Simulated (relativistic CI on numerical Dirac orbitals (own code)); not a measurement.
Forbidden lines of Bi6+

Calculated at this level of theory: Dirac-Coulomb-Breit CI, orbitals from a KLI potential per configuration, a model potential for QED, unscaled Slater integrals (own radial code, finite nucleus).

Configurations in the expansion (outside the closed core [Kr] 4d10 4f14): 5s2 5p6 5d9, 5s2 5p6 5d8 6s, 5s2 5p6 5d8 5f, 5s2 5p6 5d8 6p, 5s2 5p6 5d8 5g, 5s2 5p5 5d10, 5s2 5p6 5d8 6d, 5s2 5p6 5d8 7s, 5s2 5p6 5d7 6s 6p, 5s2 5p6 5d8 7p, 5s2 5p6 5d8 6f, 5s2 5p6 5d8 7d, 5s2 5p6 5d8 8s, 5s2 5p6 5d8 8p, 5s2 5p5 5d9 5f, 5s2 5p6 5d7 5f 6s, 5s2 5p6 5d8 7f, 5s 5p6 5d10, 5s2 5p5 5d9 5g, 5s2 5p5 5d9 6s, 5s2 5p6 5d7 5f 5g, 5s2 5p5 5d9 6p, 5s 5p6 5d9 5f, 5s2 5p6 5d7 6s2, 5s2 5p6 5d6 5f 6s2, 5s2 5p6 5d6 6s2 6p, 5s2 5p6 5d6 5g 6s2, 5s2 5p6 5d6 6s2 6d. Double excitations out of closed p, d and f shells are left out; levels of such configurations are missing from the list, as are those of other unlisted configurations, and high levels can miss mixing partners.

```tsv
λ vac (nm)	Lower	Upper	Type	A (s⁻¹)	gf	Branching (%)
36.577	5s2 5p6 5d9 2D_5/2 [1]	5s2 5p6 5d8 6s 2S_1/2 [18]	E2	8.61e+03	3.45e-07	13.8
40.353	5s2 5p6 5d9 2D_3/2 [2]	5s2 5p6 5d8 6s 2S_1/2 [18]	E2	5.17e+04	2.52e-06	83.2
41.939	5s2 5p6 5d9 2D_5/2 [1]	5s2 5p6 5d8 6s 2D_3/2 [16]	E2	8.48e+03	8.94e-07	19.9
43.790	5s2 5p6 5d9 2D_5/2 [1]	5s2 5p6 5d8 6s 2P_1/2 [15]	E2	5.20e+04	2.99e-06	65.7
43.976	5s2 5p6 5d8 6p 4G°_11/2 [29]	5s2 5p6 5d7 6s 6p 4I°_15/2 [328]	E2	3.91e+04	1.81e-05	2.7
44.237	5s2 5p6 5d9 2D_5/2 [1]	5s2 5p6 5d8 6s 2G_7/2 [14]	E2	9.74e+02	2.29e-07	4.1
44.434	5s2 5p6 5d9 2D_5/2 [1]	5s2 5p6 5d8 6s 2G_9/2 [13]	E2	2.98e+04	8.82e-06	99.4
45.102	5s2 5p6 5d9 2D_5/2 [1]	5s2 5p6 5d8 6s 2P_3/2 [12]	E2	3.81e+04	4.65e-06	88.3
46.217	5s2 5p6 5d9 2D_5/2 [1]	5s2 5p6 5d8 6s 2F_5/2 [11]	E2	2.18e+04	4.20e-06	65.2
46.733	5s2 5p6 5d9 2D_3/2 [2]	5s2 5p6 5d8 6s 2D_5/2 [17]	E2	4.11e+04	8.07e-06	97.2
46.776	5s2 5p6 5d9 2D_5/2 [1]	5s2 5p6 5d8 6s 4P_3/2 [10]	E2	4.30e+03	5.65e-07	71.1
46.978	5s2 5p6 5d9 2D_3/2 [2]	5s2 5p6 5d8 6s 2D_3/2 [16]	E2	3.35e+04	4.43e-06	78.7
47.592	5s2 5p6 5d9 2D_5/2 [1]	5s2 5p6 5d8 6s 4P_1/2 [9]	E2	8.56e+03	5.82e-07	99.7
48.725	5s2 5p6 5d9 2D_5/2 [1]	5s2 5p6 5d8 6s 2F_7/2 [8]	E2	3.39e+04	9.66e-06	97.0
49.081	5s2 5p6 5d9 2D_5/2 [1]	5s2 5p6 5d8 6s 4F_5/2 [7]	E2	2.45e+03	5.31e-07	38.2
49.314	5s2 5p6 5d9 2D_3/2 [2]	5s2 5p6 5d8 6s 2P_1/2 [15]	E2	2.70e+04	1.97e-06	34.0
49.882	5s2 5p6 5d9 2D_3/2 [2]	5s2 5p6 5d8 6s 2G_7/2 [14]	E2	2.28e+04	6.81e-06	95.3
50.984	5s2 5p6 5d9 2D_3/2 [2]	5s2 5p6 5d8 6s 2P_3/2 [12]	E2	4.78e+03	7.45e-07	11.1
51.695	5s2 5p6 5d9 2D_5/2 [1]	5s2 5p6 5d8 6s 2D_3/2 [6]	E2	1.69e+04	2.71e-06	96.3
52.373	5s2 5p6 5d9 2D_5/2 [1]	5s2 5p6 5d8 6s 2D_5/2 [5]	E2	8.90e+03	2.20e-06	99.4
52.414	5s2 5p6 5d9 2D_3/2 [2]	5s2 5p6 5d8 6s 2F_5/2 [11]	E2	1.14e+04	2.83e-06	34.2
54.056	5s2 5p6 5d9 2D_5/2 [1]	5s2 5p6 5d8 6s 4F_7/2 [4]	E2	1.78e+04	6.23e-06	99.4
56.127	5s2 5p6 5d9 2D_3/2 [2]	5s2 5p6 5d8 6s 4F_5/2 [7]	E2	3.73e+03	1.06e-06	58.2
60.164	5s2 5p6 5d8 6p 2G°_9/2 [20]	5s2 5p6 5d8 5f 2I°_13/2 [85]	E2	2.49e+04	1.89e-05	5.6
60.728	5s2 5p6 5d8 6p 2G°_9/2 [20]	5s2 5p6 5d8 5f 4H°_13/2 [83]	E2	2.31e+04	1.78e-05	16.3
62.392	5s2 5p6 5d8 6p 2H°_9/2 [33]	5s2 5p6 5d8 5f 2K°_13/2 [161]	E2	4.13e+04	3.38e-05	3.0
76.835	5s2 5p6 5d8 6p 4G°_11/2 [29]	5s2 5p6 5d8 5f 4H°_13/2 [83]	E2	1.05e+04	1.31e-05	7.4
78.175	5s2 5p6 5d8 6p 4G°_11/2 [29]	5s2 5p6 5d8 5f 4I°_15/2 [80]	E2	1.95e+04	2.85e-05	100.0
78.340	5s2 5p6 5d8 6p 4F°_9/2 [31]	5s2 5p6 5d8 5f 2I°_13/2 [85]	E2	1.06e+04	1.36e-05	2.4
80.006	5s2 5p6 5d8 6p 2H°_11/2 [51]	5s2 5p6 5d8 5f 2K°_15/2 [160]	E2	1.75e+04	2.68e-05	60.0
```

Terms are leading LS components. Brackets give the number of a level in order of energy, since labels repeat. The list gives strong lines, with weight on those to low levels, among the lowest 400 of 5663 levels, so that lines to higher ones, which can be the strongest, are missing. Levels whose partners in the same complex of configurations lie outside the list can be far off, and so can their lines. Rates are taken at the computed energies, electric ones in the length gauge.

At this charge configurations can still be misplaced by up to about 7 % of their energy. Levels and lines within the n = 5 or 6 shells can be off by up to 10 % or somewhat more, and those that change n by about 2 %, since core polarisation is missing.

Q: From the table, what is the radiative lifetime of 5s2 5p6 5d8 6s 2S_1/2?

A: The listed rates from this level add up to about 6.03e+04 s⁻¹, 97 % of its decay; with all channels τ = 1.61e-05 s.

LS names give the leading component of a level, which can be under half, so a name can repeat, a term be missing and a line seem to break the LS rules.
